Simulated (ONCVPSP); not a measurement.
What the settings do to the ONCV potential of B (Z = 5)

Base potential:

- Element: B (Z = 5)
- Generator: ONCVPSP 4.0.1
- Type: optimised norm-conserving Vanderbilt (ONCV)
- Functional: PBE
- Relativity: scalar-relativistic
- Frozen core: [He]
- Valence charge: 3
- Reference configuration: 2s1.75 2p1.25
- Partial waves: 2s: rc 1.50 bohr, ncon 4, nbas 9, qcut 4.3 1/bohr, 3 projectors, debl 2.5 Ha; 2p: rc 2.95 bohr, ncon 4, nbas 8, qcut 4.3 1/bohr, 2 projectors, debl 1.9 Ha
- Local potential: polynomial inside 1.00 bohr (lpopt 5, dvloc0 -1 Ha)
- Core correction: Teter function fitted to the true core (icmod 2), fcfact 0.25

All-electron outer shells of the reference configuration (PBE, scalar-relativistic, ld1.x):

| shell | level (eV) | outermost node (bohr) | outermost maximum (bohr) |
| --- | --- | --- | --- |
| 1s | -180.89 | – | 0.21 |
| 2s | -9.57 | 0.46 | 1.52 |
| 2p | -3.73 | – | 1.57 |

Cutoffs, loose and tight: the cutoffs (Ha) at which the residual kinetic energy of the hardest occupied pseudo-wave falls to 1 and 0.1 mHa per electron. They do not see the model core or the augmentation charge, which bear on the density cutoff. Test errors are all-electron minus pseudo excitation energies from the reference, over the configurations 2s2 2p1; 2s2 2p0; 2s1 2p0; 2s0 2p3. A dash means not determined; rows that change the core or the reference have their own tests.

2 further variants are left out, since the program set their typed debl aside.

A true bound ghost makes a file unfit for plane-wave use even where its test errors are small: the radial tests pick states by their node count and pass the ghost by.

```tsv
change	outcome	cutoff, loose	cutoff, tight	bound ghosts	GHOST(+) flags above zero	largest test error (meV)
base	generated	9.6 Ha	66 Ha	none	none	+367
s: debl 0.4	generated	9.6 Ha	66 Ha	s	none	+367
s: debl 0.6	generated	9.6 Ha	66 Ha	s	none	+367
s: debl 1.05	generated	9.6 Ha	66 Ha	none	s	+367
s: debl 1.4	generated	9.6 Ha	66 Ha	none	s	+367
s: debl 2.45	generated	9.6 Ha	66 Ha	none	none	+367
s: debl 3.1	generated	9.6 Ha	66 Ha	none	none	+367
s: debl 4.5	generated	9.6 Ha	66 Ha	none	none	+367
```

Reading the sweep of the debl of the s channel (base included, trends over the rows without a ghost): The loose cutoff stays near 9.6 Ha. The median size of the test errors (rows with all tests solved) stays near 88.6 meV. Bound ghosts are found at 0.4, 0.6 Ha.
